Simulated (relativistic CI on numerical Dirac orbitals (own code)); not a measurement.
d6 in a ligand field

Computed with a parametric ligand-field model of a d^n configuration (Racah B and C, spin-orbit zeta, crystal field), exact diagonalisation.

Field parameters in Wybourne normalisation: Oh B⁴₀ = 21Dq, B⁴₄ = √(5/14) B⁴₀; Td as Oh with Dq negative (B⁴₀ = 21Dq, B⁴₄ = √(5/14) B⁴₀). The field is a parameter set, without covalency.

Ground term and bands for B = 460, C = 2320, ζ = 0 cm⁻¹, Oh, 10Dq = 31850 cm⁻¹?

Ground term 1A1 with 0.02 electrons in the two orbitals of the cubic e set. Spin-allowed: 1T1 30056 cm⁻¹ (333 nm), 1T2 36799 cm⁻¹ (272 nm), 1T2 60920 cm⁻¹ (164 nm), 1E 61504 cm⁻¹ (163 nm). Lowest spin-forbidden: 3T1 25239 cm⁻¹ (396 nm), 3T2 28591 cm⁻¹ (350 nm), 5T2 43617 cm⁻¹ (229 nm).

Ground term and bands for B = 540, C = 2270, ζ = 0 cm⁻¹, Td, 10Dq = -1800 cm⁻¹?

Ground term 5E with 3.00 electrons in the two orbitals of the cubic e set. Spin-allowed: 5T2 1800 cm⁻¹. Lowest spin-forbidden: 3T1 10577 cm⁻¹ (945 nm), 3E 11487 cm⁻¹ (871 nm), 3T2 12260 cm⁻¹ (816 nm).

A d6 ion in Oh symmetry has the ground term 1A1 and bands at 3T1 23725 cm⁻¹ (422 nm), 3T2 26400 cm⁻¹ (379 nm), 1T1 26673 cm⁻¹ (375 nm), 1T2 32024 cm⁻¹ (312 nm), 5T2 42933 cm⁻¹ (233 nm), 1T2 53985 cm⁻¹ (185 nm), 1E 54185 cm⁻¹ (185 nm). Which parameters reproduce them?

B = 360, C = 1410, ζ = 0 cm⁻¹, Oh, 10Dq = 27800 cm⁻¹.

Ground term and bands for B = 870, C = 3720, ζ = 0 cm⁻¹, Td, 10Dq = -1800 cm⁻¹?

Ground term 5E with 3.00 electrons in the two orbitals of the cubic e set. Spin-allowed: 5T2 1800 cm⁻¹. Lowest spin-forbidden: 3T1 17925 cm⁻¹ (558 nm), 3E 18642 cm⁻¹ (536 nm), 3T2 19585 cm⁻¹ (511 nm).

Ground term and bands for B = 1030, C = 4800, ζ = 0 cm⁻¹, Oh, 10Dq = 4100 cm⁻¹?

Ground term 5T2 with 2.00 electrons in the two orbitals of the cubic e set. Spin-allowed: 5E 4100 cm⁻¹ (2439 nm). Lowest spin-forbidden: 3T1 21292 cm⁻¹ (470 nm), 3T2 22928 cm⁻¹ (436 nm), 3T1 24482 cm⁻¹ (408 nm).
